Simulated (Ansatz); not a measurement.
Input for Ansatz (an electronic-structure program): U-CCSD(T)/def2-TZVPP on LaO, 2S+1 = 2, a spin state set in the input, which need not be the lowest, a point of a bond scan (R = 1.891 Å). Elements past Kr take the def2 small-core potentials; no spin–orbit coupling.

Ansatz 0.2 input:
```yaml
crystal:
  periodic: [false, false, false]
  atoms:
    - {symbol: La, position_ang: [0.00000000, 0.00000000, 0.00000000]}
    - {symbol: O, position_ang: [0.00000000, 0.00000000, 1.89146600]}
basis:
  gaussian:
    orbitals: def2-TZVPP
magnetization: {spin_polarized: true, initial_magnetization: 1}
correlation: {method: ccsd_t, electrons: valence}
output: {orbitals: {seedname: ./end}}
```

The log:

```
WARN ansatz: RAYON_NUM_THREADS=1 ignored (pool sized by the plan → 1); use --threads N
Functional definition: HF
integrals: 0.12 GiB planned
564 factors; integrals over basis functions are off by at most 1.5e-3 eV
mean field: 0.15 GiB planned
mean field evaluation 1: about -2876.3899 eV, gradient 4.7e1 eV
mean field evaluation 2: about -2876.3980 eV, gradient 4.7e1 eV
mean field evaluation 4: about -2885.6565 eV, gradient 4.1e0 eV
mean field evaluation 8: about -2885.8538 eV, gradient 3.2e-1 eV
mean field evaluation 16: about -2885.8606 eV, gradient 1.5e-5 eV
mean field evaluation 32: about -2885.8580 eV, gradient 2.0e-1 eV
mean field evaluation 64: about -2885.8606 eV, gradient 3.3e-6 eV
mean field evaluation 96: about -2883.1855 eV, gradient 8.9e-1 eV
mean field evaluation 128: about -2883.0797 eV, gradient 1.7e0 eV
mean field evaluation 160: about -2883.1385 eV, gradient 4.3e-3 eV
mean field evaluation 192: about -2881.5328 eV, gradient 2.1e1 eV
mean field evaluation 224: about -2882.7240 eV, gradient 6.4e-4 eV
mean field evaluation 256: about -2882.9684 eV, gradient 2.1e0 eV
mean field evaluation 288: about -2882.8947 eV, gradient 3.4e0 eV
mean field evaluation 320: about -2883.0300 eV, gradient 5.8e-1 eV
mean field evaluation 352: about -2881.9915 eV, gradient 2.6e-2 eV
mean field evaluation 384: about -2884.8942 eV, gradient 9.5e-4 eV
mean field evaluation 416: about -2881.2994 eV, gradient 6.1e0 eV
mean field evaluation 448: about -2881.3986 eV, gradient 5.4e0 eV
mean field evaluation 480: about -2881.8818 eV, gradient 6.4e-1 eV
mean field evaluation 512: about -2881.2059 eV, gradient 3.2e0 eV
mean field evaluation 544: about -2883.5017 eV, gradient 5.5e-4 eV
mean field evaluation 576: about -2882.8727 eV, gradient 1.6e0 eV
mean field evaluation 608: about -2883.1385 eV, gradient 2.1e-3 eV
mean field evaluation 640: about -2883.1399 eV, gradient 5.0e-4 eV
mean field -2885.86058134 eV, -106.0534202578 hartree, gradient 2.8e-6 eV, S^2 0.753210; 14 other end points of the search recorded, 0 dependent functions left out
determinant -2885.86058134 eV, -106.0534202578 hartree, with singles and doubles -2898.72403443 eV, -106.5261434397 hartree
determinant -2884.89420988 eV, -106.0179067617 hartree, with singles and doubles -2897.81649227 eV, -106.4927918804 hartree
determinant -2884.30777785 eV, -105.9963557820 hartree, with singles and doubles -2897.05082124 eV, -106.4646539890 hartree
determinant -2883.50168528 eV, -105.9667324264 hartree, with singles and doubles -2896.27366365 eV, -106.4360939742 hartree
determinant -2883.42530231 eV, -105.9639254042 hartree, with singles and doubles -2895.05379383 eV, -106.3912645851 hartree
determinant -2883.16468778 eV, -105.9543479968 hartree, with singles and doubles -2894.75825071 eV, -106.3804035759 hartree
determinant -2883.16148372 eV, -105.9542302495 hartree, with singles and doubles -2894.77584072 eV, -106.3810499970 hartree
determinant -2883.13846754 eV, -105.9533844205 hartree, with singles and doubles -2894.40023118 eV, -106.3672466009 hartree
determinant -2882.89944507 eV, -105.9446005069 hartree, with singles and doubles -2894.71893450 eV, -106.3789587321 hartree
determinant -2882.72403152 eV, -105.9381541780 hartree, with singles and doubles -2894.15801292 eV, -106.3583452441 hartree
1 core orbitals not correlated
reference -2885.86058134 eV, -106.0534202578 hartree; 9, 8 occupied and 77, 78 virtual orbitals, 564 factors
second order -13.24851151 eV of doubles, -0.00000000 eV of singles
coupled cluster: 0.44 GiB planned
cycle   1  -12.84235918 eV  change   -8.3e-1 eV  update   3.2e-2
cycle   2  -12.88140557 eV  change   -3.9e-2 eV  update   1.1e-2
cycle   3  -12.87742540 eV  change    4.0e-3 eV  update   6.8e-3
cycle   4  -12.88099951 eV  change   -3.6e-3 eV  update   2.6e-3
cycle   5  -12.88059137 eV  change    4.1e-4 eV  update   1.6e-3
cycle   6  -12.88182143 eV  change   -1.2e-3 eV  update   6.6e-4
cycle   7  -12.88170060 eV  change    1.2e-4 eV  update   2.7e-4
cycle   8  -12.88184708 eV  change   -1.5e-4 eV  update   1.0e-4
cycle   9  -12.88184145 eV  change    5.6e-6 eV  update   4.0e-5
cycle  10  -12.88181292 eV  change    2.9e-5 eV  update   1.6e-5
cycle  11  -12.88181672 eV  change   -3.8e-6 eV  update   9.9e-6
perturbative correction -0.69940520 eV, -0.0257026669 hartree
Total energy: -2899.44180326 eV, -106.5525209576 hartree
```

The calculation finished and met its thresholds.

Cost: about 40 core-seconds (a rough figure).
